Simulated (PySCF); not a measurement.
Molecule: 3,3-dimethylpentane, C$_{7}$H$_{16}$.

Bonds (- single, = double, # triple, : aromatic): C1-C2, C2-C3, C3-C4, C3-C5, C3-C6, C6-C7. C1 carries H8, H9, H10; C2 carries H11, H12; C4 carries H13, H14, H15; C5 carries H16, H17, H18; C6 carries H19, H20; C7 carries H21, H22, H23.

Frames of a GFN2-xTB Langevin trajectory at 200 K; GIAO PBE0/pcSseg-1 shieldings in PySCF 2.14, gas phase, non-relativistic; equivalent atoms averaged within each frame.

Shifts are taken against calculated references (same method and geometry level): ¹³C (σref 186.93), ¹H (σref 31.72) against TMS. The references are static minima.

**Question.** How do the shifts (ppm) fluctuate along the trajectory?

**Answer.** 
```tsv
time (fs)	C2/C6	C4/C5	C3	C1/C7	H11/H12/H19/H20	H13/H14/H15/H16/H17/H18	H8/H9/H10/H21/H22/H23
optimised geometry	34.5	30.7	34.5	10.1	1.24	0.89	0.89
250	37.0	34.5	28.0	11.5	1.69	1.45	1.01
425	38.9	32.4	40.2	10.1	1.49	1.19	0.95
625	33.3	32.1	36.5	13.6	1.44	0.75	1.29
800	33.0	32.7	36.0	7.4	1.58	1.16	0.54
1000	34.9	32.9	32.9	12.4	1.50	1.17	1.43
mean of frames	35.4	32.9	34.7	11.0	1.54	1.15	1.05
standard deviation	2.5	0.9	4.5	2.4	0.10	0.25	0.34
```

5 frames give an uncertainty of the mean of about the standard deviation over 2.2 at best, since frames this close in time may not be independent; classical motion lacks zero-point vibration, and the reference would need the same averaging.
